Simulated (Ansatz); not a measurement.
## Relative stability

Two relaxed structures of SiNH3Te, closed shell (PBE0-D4/def2-TZVP; forces vanish, vibrations not checked).

A:

```
6
angstrom
N -0.7380 -0.8424 0.1505
Si 0.1590 0.6352 0.0727
Te 1.3036 -1.4252 0.6137
H -0.9791 -1.2555 -0.7458
H 0.3997 1.2843 -1.2374
H -0.1452 1.6035 1.1463
```

B:

```
6
angstrom
N 0.9740 -0.8805 0.4554
Si 0.3991 0.6618 0.1375
Te -1.0011 -1.4042 0.2438
H -1.1014 -1.6440 -1.4214
H 0.4842 1.3227 -1.1947
H 0.0853 1.6701 1.1848
```

Program: Ansatz 0.2.0. Basis: def2-TZVPP. Cores are frozen in the correlated methods. Filled d shells of the heavier atoms are correlated. Core potentials replace the inner electrons of the atoms past krypton. The def2 sets are not built for correlating such inner shells, so the correlated values are less sure here. B3LYP uses VWN-RPA correlation.

Which structure is lower at CCSD(T), and by how much? (To be estimated.)

By the calculation: A, by 40.22 kcal/mol (electronic energy, against the other). By their contacts, A is SiNH₃Te ([NH]1[SiH2][Te]1) and B is SiNH₃Te ([N]1[SiH2][TeH]1).

All methods give the same order:

```tsv
method	E(B) − E(A) (kcal/mol)
PBE-D4	37.78
r2SCAN-D4	39.37
PBE0-D4	40.96
B3LYP-D4	40.19
wB97M-V	41.79
HF	45.49
MP2	41.36
CCSD	41.67
CCSD(T)	40.22
```

T1 diagnostic: at most 0.017.

Labels in which every atom is bracketed show which atoms are joined, not bond orders.

For scale, one of the runs: CCSD(T)/def2-TZVPP, 165 basis functions, launched by `ansatz run in.yaml --threads 2 --pin off --events-out ev --progress --plain --max-ram 4352MiB`. The run took 57 s on 2 CPU threads of an Arm Neoverse V2 (shared host), with 1.4 GiB of host memory at its peak.
